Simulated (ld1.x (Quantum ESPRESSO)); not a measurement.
Transferability test, TM semilocal potential for zirconium

* Element: zirconium (Zr)
* Generator: ld1.x (Quantum ESPRESSO) 7.5
* Type: norm-conserving Troullier–Martins (semilocal form)
* Functional: PBE
* Relativity: scalar-relativistic
* Frozen core: [Kr]
* Valence charge: 4
* Reference configuration: 4d2 5s2 5p0
* Partial waves: 5s (bound): rc 3.45 bohr; 4d (bound): rc 1.65 bohr; 4f channel at 0.05 Ry: rc 3.70 bohr; 5p (bound, empty): rc 4.05 bohr
* Local potential: the p channel
* Core correction: none

Energies are relative to the spin-unpolarised reference configuration 4d2 5s2 5p0; without spin polarisation the order of configurations can differ from experiment.

| valence configuration | charge | ΔE all-electron (eV) | error AE − PS (meV) |
| --- | --- | --- | --- |
| 4d2 5s1 5p0 | +1 | 7.137 | +6.6 |
| 4d2 5s0 5p0 | +2 | 20.077 | +148 |
| 4d1 5s0 5p0 | +3 | 42.704 | +361 |
| 4d2.5 5s1.5 5p0 | 0 | 0.514 | +0.2 |
| 4d2 5s0 5p2 | 0 | 6.214 | +15 |
| 4d2 5s1 5p1 | 0 | 3.041 | +2.1 |
| 4d3 5s1 5p0 | 0 | 1.195 | -0.7 |

Levels in the configuration 4d3 5s1 5p0:

| level | all-electron (eV) | pseudo (eV) |
| --- | --- | --- |
| 4d | -2.334 | -2.326 |
| 5s | -3.842 | -3.838 |
